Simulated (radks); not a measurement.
Ionisation of the xenon ion Xe3+, [Kr] 4d10 5s2 5p3, to [Kr] 4d10 5s2 5p2 as the strength of local exchange is varied. Method: scalar-relativistic Kohn-Sham, Slater X-alpha exchange (alpha = 2/3 is LDA exchange), no correlation, spin-polarised, spherical densities, finite nucleus; open shells are filled with parallel spins first (spin-orbit coupling, left out, can overturn this in heavy ions); Fermi nuclear charge, rms radius 4.7859 fm; computed with a radial shooting solver on a logarithmic mesh with Libxc functionals.

alpha  E(Xe3+) (hartree)  exchange (hartree)  IE (eV)  -e of the level emptied (eV)  <r> of it (bohr)
0.614        -7419.87806          -160.42683   41.477                   36.195 (5p)             2.029
0.667        -7433.77512          -174.57624   42.388                   37.092 (5p)             2.012
0.673        -7435.34989          -176.18108   42.491                   37.194 (5p)             2.010
0.71         -7445.06777          -186.09111   43.134                   37.828 (5p)             1.999
0.787        -7465.32904          -206.78939   44.486                   39.163 (5p)             1.976
0.864        -7485.64106          -227.58857   45.858                   40.520 (5p)             1.953
0.897        -7494.36174          -236.53337   46.452                   41.108 (5p)             1.944
0.927        -7502.29772          -244.68108   46.996                   41.646 (5p)             1.935

NIST Atomic Spectra Database: 42.2 +/- 0.2 eV (measured). The Delta-SCF value meets it near alpha = 0.66. Open shells are spherical and high-spin; term and fine-structure splittings are not resolved. Spin-orbit splitting is averaged out at the scalar-relativistic level.
